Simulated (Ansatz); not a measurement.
A nudged elastic band was laid between two geometries of FH$_{7}$Si$_{2}$Sn (11 atoms, charge 0, multiplicity 1).

Method: RKS B3LYP-D4/def2-mTZVP in Ansatz.

```
movable images  : 9
climbing image  : yes
spring          : 5.0 eV/Å²
optimiser       : quadratic models (default)
start path      : IDPP
force threshold : 0.03 eV/Å
iteration limit : 55
end points      : relaxed
```

Image 0:

```xyz
11
Properties=species:S:1:pos:R:3
F -1.753 2.062 0.347
Si -0.167 2.037 0.703
Sn 0.627 -0.422 0.741
Si -0.282 -1.728 -1.289
H 0.535 2.815 -0.346
H 0.007 2.721 2.006
H 2.349 -0.429 0.727
H 0.130 -1.171 2.207
H -1.761 -1.788 -1.230
H 0.123 -1.044 -2.542
H 0.258 -3.110 -1.303
```

Image 10:

```xyz
11
Properties=species:S:1:pos:R:3
F -0.551 2.530 2.306
Si -0.573 1.896 0.812
Sn 0.353 -0.516 0.843
Si 0.307 -1.523 -1.534
H -1.977 1.924 0.335
H 0.245 2.774 -0.059
H 1.965 -0.509 1.440
H -0.592 -1.484 1.905
H -1.083 -1.537 -2.051
H 1.141 -0.700 -2.446
H 0.830 -2.911 -1.530
```

(1) Which bonds break or form, and what moves?

(2) Give the energies along the band, and the barrier.

(3) What is the geometry of the highest image?

## Answers

(1) No bond is made or broken. The dihedral F1–Si2–Sn3–H8 goes from -77 to 59°.

(2) It converged. The highest image is number 6 of 0 to 10, 0.026 eV above the first end and 0.019 eV above the last; the last end lies 0.007 eV above the first. A vibrational analysis at the climbing image gives no mode beyond 40i cm⁻¹: the surface is too flat there to confirm a saddle point.

```json
{"image": "0", "path coordinate (Å)": "0.00", "energy (eV)": "0.000", "dihedral F1–Si2–Sn3–H8 (°)": "-77"}
{"image": "1", "path coordinate (Å)": "0.53", "energy (eV)": "0.002", "dihedral F1–Si2–Sn3–H8 (°)": "-64"}
{"image": "2", "path coordinate (Å)": "1.05", "energy (eV)": "0.006", "dihedral F1–Si2–Sn3–H8 (°)": "-51"}
{"image": "3", "path coordinate (Å)": "1.58", "energy (eV)": "0.014", "dihedral F1–Si2–Sn3–H8 (°)": "-38"}
{"image": "4", "path coordinate (Å)": "2.10", "energy (eV)": "0.021", "dihedral F1–Si2–Sn3–H8 (°)": "-24"}
{"image": "5", "path coordinate (Å)": "2.63", "energy (eV)": "0.026", "dihedral F1–Si2–Sn3–H8 (°)": "-10"}
{"image": "6", "path coordinate (Å)": "3.16", "energy (eV)": "0.026", "dihedral F1–Si2–Sn3–H8 (°)": "4"}
{"image": "7", "path coordinate (Å)": "3.69", "energy (eV)": "0.021", "dihedral F1–Si2–Sn3–H8 (°)": "18"}
{"image": "8", "path coordinate (Å)": "4.22", "energy (eV)": "0.015", "dihedral F1–Si2–Sn3–H8 (°)": "32"}
{"image": "9", "path coordinate (Å)": "4.74", "energy (eV)": "0.009", "dihedral F1–Si2–Sn3–H8 (°)": "45"}
{"image": "10", "path coordinate (Å)": "5.27", "energy (eV)": "0.007", "dihedral F1–Si2–Sn3–H8 (°)": "59"}
```

(3) 
```xyz
11
Properties=species:S:1:pos:R:3
F -1.782 2.174 1.758
Si -0.527 1.973 0.750
Sn 0.267 -0.491 0.843
Si 0.361 -1.600 -1.485
H -0.982 2.361 -0.607
H 0.543 2.905 1.180
H 1.833 -0.541 1.556
H -0.789 -1.381 1.867
H -0.992 -1.630 -2.093
H 1.267 -0.837 -2.379
H 0.866 -2.990 -1.368
```

The run took 5.3 min on 2 threads of Arm Neoverse V1 (shared host), peak memory 0.33 GiB.
